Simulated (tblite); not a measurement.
Species: C₅H₁₀Cl₂SSi.
Bonds: C1–C2, C2–S3 (double), C2–C4, C4–C5, C5–Si6, Si6–C7, C7–Cl8, C7–Cl9. Hydrogens: H10, H11, H12 on C1; H13, H14 on C4; H15, H16 on C5; H17, H18 on Si6; H19 on C7.

The geometry is computed with GFN2-xTB (gas phase).

(1) What internal coordinates does the optimisation give?

## Answers

(1) 
```
                  bond  length (bohr)
                 C1–C2          2.811
                 C2=S3          3.072
                 C2–C4          2.822
                 C4–C5          2.905
                C5–Si6          3.605
                Si6–C7          3.637
        C7–Cl8, C7–Cl9          3.358
C1–H10, C1–H11, C1–H12          2.058
        C4–H13, C4–H14          2.065
        C5–H15, C5–H16          2.060
      Si6–H17, Si6–H18          2.762
                C7–H19          2.057
```

Bonds in one row agree within 0.02 bohr and their mean is given. A selection of angles:
```
     angle  degrees
  C1–C2–S3    121.3
  C1–C2–C4    117.5
  S3–C2–C4    121.1
  C2–C4–C5    112.0
 C4–C5–Si6    114.5
 C5–Si6–C7    108.5
Si6–C7–Cl8    108.5
Cl8–C7–Cl9    109.6
```

Torsions: C1–C2–C4–C5 70° (synclinal); C2–C4–C5–Si6 57° (synclinal); C4–C5–Si6–C7 46° (synclinal); C5–Si6–C7–Cl8 173° (antiperiplanar). The mirror-image conformer, all signs reversed, is as good.

Of the pairs four or more bonds apart, S3···H19 is among the closest relative to their van der Waals radii: 2.82 Å, 94 % of the sum of Bondi's values. Si6 (SiH2 silicon) is tetrahedral (angles from 106.3° to 112.9°). The 3 C–C bonds span 1.487 Å (C1–C2, drawn single) to 1.537 Å (C4–C5, drawn single), a spread of 0.050 Å.

Point group: C1 (no symmetry element, even within 0.4 Å). Its lowest GFN2-xTB frequency is 8i cm⁻¹, too small to tell a flat minimum from a shallow saddle. One conformer, not necessarily the lowest.
